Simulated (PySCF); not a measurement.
CH5BO2, SMILES OBOC. Geometry: PBE0-D3(BJ)/def2-SVP. One conformer was computed; it need not be the lowest.

Computed equilibrium geometry at PBE0-D3(BJ)/def2-SVP (PySCF confirms it by a frequency run) as bond lengths and angles (one conformer of several):
Atoms: B1 H2 O3 H4 O5 C6 H7 H8 H9. Bonded distances (Å): B1–H2 1.211, B1–O3 1.361, B1–O5 1.348, O3–H4 0.960, O5–C6 1.406, C6–H7 1.101, C6–H8 1.101, C6–H9 1.100. Angles (°): H2–B1–O3 122.2, H2–B1–O5 117.2, O3–B1–O5 120.5, B1–O3–H4 112.3, B1–O5–C6 122.9, O5–C6–H7 109.3, O5–C6–H8 109.3, O5–C6–H9 112.2, H7–C6–H8 108.1, H7–C6–H9 109.0, H8–C6–H9 109.0.
